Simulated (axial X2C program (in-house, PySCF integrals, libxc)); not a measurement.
**FEuF⁺: the levels of the configuration f6 s0**

Calculated with an in-house all-electron X2C program for linear molecules (integrals from PySCF): two-component X2C with atomic mean-field Coulomb and Gaunt terms, basis F dyall-v3z, Eu dyall-v3z (cores contracted in-house). Orbitals come from Hartree–Fock averaged over the configuration Eu f6 s0; CI then distributes these electrons over the f, s shells of Eu.

F–Eu–F held linear, both bonds 2.021 Å (near the minimum of the configuration average).

Active spinors (ω > 0):

| shell | ω | ε (eV) | character |
| --- | --- | --- | --- |
| f | 5/2 | -10.34 | 100% Eu f |
| f | 3/2 | -10.14 | 100% Eu f |
| f | 1/2 | -9.89 | 99% Eu f |
| f | 7/2 | -9.83 | 100% Eu f |
| f | 5/2 | -9.67 | 100% Eu f |
| f | 3/2 | -9.47 | 99% Eu f |
| f | 1/2 | -9.25 | 98% Eu f |
| s | 1/2 | -5.70 | 75% Eu s, 23% Eu d |

Lowest levels of this model:

```csv
Ω,energy (cm⁻¹),g∥,configuration
0,0,0.00,100% f6
1,140,3.99,100% f6
2,557,7.90,100% f6
3,1277,11.69,100% f6
0,2450,0.00,100% f6
1,2613,4.34,100% f6
2,3079,7.69,100% f6
0,3202,0.00,100% f6
1,3424,3.40,100% f6
3,3808,9.57,100% f6
2,3819,7.24,100% f6
4,4051,13.63,100% f6
0,4165,0.00,100% f6
0,4509,0.00,100% f6
1,4639,4.75,100% f6
2,5341,4.00,100% f6
0,5544,0.00,100% f6
0,5694,0.00,100% f6
3,5719,7.90,100% f6
4,6064,11.82,100% f6
5,6378,15.73,100% f6
3,7341,6.79,100% f6
4,7776,10.49,100% f6
5,8169,14.21,100% f6
6,8528,17.96,100% f6
```

g∥ is the magnitude of 2⟨Lz + ge Sz⟩ for the +Ω component.

This point took 2 s on 1 thread of Intel(R) Xeon(R) 6975P-C (Granite Rapids), on a shared host.

There is no dynamic correlation: spin–orbit spacings and, for f shells, spacings inside one term are the most reliable numbers, splittings between terms come out too wide, and energies between configurations are not reliable, so the lowest level need not be the ground state of the molecule. At most 4 roots were kept for each Ω > 0 (twice that for Ω = 0) within 2.2 eV of the lowest, so higher up levels can be missing between those listed; levels with Ω > 0 are doubly degenerate and listed once, Ω = 0 levels singly. States that fill the shells left empty in the average are placed too high. The molecule was held linear; bending was not examined.
